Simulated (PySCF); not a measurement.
# ECD: `BrC(=C=C=C=CC)C`, C7H7Br

Molfile (atoms numbered from 1):
```
C7H7Br
     RDKit          3D

 15 14  0  0  0  0  0  0  0  0999 V2000
   -3.6155    0.4776   -0.2389 C   0  0  0  0  0  0  0  0  0  0  0  0
   -2.6131   -0.3721    0.4754 C   0  0  0  0  0  0  0  0  0  0  0  0
   -1.3043   -0.2189    0.4201 C   0  0  0  0  0  0  0  0  0  0  0  0
   -0.0325   -0.0671    0.3657 C   0  0  0  0  0  0  0  0  0  0  0  0
    1.2411    0.0707    0.3070 C   0  0  0  0  0  0  0  0  0  0  0  0
    2.5473    0.2102    0.2587 C   0  0  0  0  0  0  0  0  0  0  0  0
    3.4834   -0.4304   -0.7101 C   0  0  0  0  0  0  0  0  0  0  0  0
    3.3875    1.3418    1.5476 Br  0  0  0  0  0  0  0  0  0  0  0  0
   -4.3127    0.9391    0.4799 H   0  0  0  0  0  0  0  0  0  0  0  0
   -4.2250   -0.1362   -0.9229 H   0  0  0  0  0  0  0  0  0  0  0  0
   -3.1320    1.2742   -0.8195 H   0  0  0  0  0  0  0  0  0  0  0  0
   -3.0037   -1.1916    1.0960 H   0  0  0  0  0  0  0  0  0  0  0  0
    4.0524    0.3346   -1.2618 H   0  0  0  0  0  0  0  0  0  0  0  0
    4.2119   -1.0650   -0.1808 H   0  0  0  0  0  0  0  0  0  0  0  0
    2.9244   -1.0480   -1.4263 H   0  0  0  0  0  0  0  0  0  0  0  0
  1  2  1  0
  2  3  2  0
  3  4  2  0
  4  5  2  0
  5  6  2  0
  6  7  1  0
  6  8  1  0
  1  9  1  0
  1 10  1  0
  1 11  1  0
  2 12  1  0
  7 13  1  0
  7 14  1  0
  7 15  1  0
M  END
```

Level of theory: TDDFT CAM-B3LYP/aug-cc-pVDZ circular dichroism and optical rotation, one conformer, gas phase in PySCF 2.14.0. Geometry: PBE0-D3(BJ)/def2-SVP.

The calculation is non-relativistic, which matters for the atoms heavier than Zn. No stereocentre is labelled: unless the shape is locked (an allene, a helicene, a hindered biaryl), the mirror image is equally populated and a measured rotation or CD is zero.

Task: List the lowest 12 singlet excitations with oscillator and rotatory strengths.

Result: Rotatory strengths R in 10⁻⁴⁰ esu² cm², velocity form and length form (origin at the centre of mass); f in length form.
| state | E (eV) | λ (nm) | f | R (velocity) | R (length) | main |
| --- | --- | --- | --- | --- | --- | --- |
| 1 | 3.36 | 369 | 0.000 | 0.0 | 0.0 | HOMO→LUMO 0.95 |
| 2 | 3.94 | 314 | 0.000 | -0.3 | -0.3 | HOMO−1→LUMO+1 0.91 |
| 3 | 4.56 | 272 | 0.002 | +1.9 | +1.9 | HOMO−1→LUMO 0.50, HOMO→LUMO+1 0.46 |
| 4 | 5.51 | 225 | 2.221 | +78.8 | +78.7 | HOMO→LUMO+1 0.47, HOMO−1→LUMO 0.42 |
| 5 | 5.56 | 223 | 0.005 | -25.3 | -25.8 | HOMO−3→LUMO 0.37, HOMO→LUMO+9 0.34 |
| 6 | 5.73 | 217 | 0.086 | -24.6 | -24.7 | HOMO→LUMO+2 0.72, HOMO→LUMO+3 0.09 |
| 7 | 5.84 | 212 | 0.054 | -2.1 | -2.2 | HOMO−2→LUMO 0.82 |
| 8 | 5.95 | 209 | 0.015 | +12.2 | +12.4 | HOMO−1→LUMO+2 0.77 |
| 9 | 6.30 | 197 | 0.005 | -5.2 | -5.3 | HOMO→LUMO+3 0.49, HOMO−2→LUMO+1 0.26 |
| 10 | 6.31 | 196 | 0.002 | +7.6 | +7.7 | HOMO−2→LUMO+1 0.63, HOMO→LUMO+3 0.21 |
| 11 | 6.44 | 193 | 0.001 | -0.4 | -0.4 | HOMO−3→LUMO 0.40, HOMO→LUMO+9 0.23 |
| 12 | 6.52 | 190 | 0.013 | +1.6 | +1.6 | HOMO−1→LUMO+3 0.66 |

Among the states computed, the strongest CD band (largest |R|) is state 4. The largest dissymmetry factor in size, g = 4R/(D+G), with D and G the electric and magnetic dipole strengths, is +0.047 for state 10 (velocity form, f = 0.002), among bands with |R| over 0.5. The mirror image has the same energies and oscillator strengths and all R with the opposite sign.
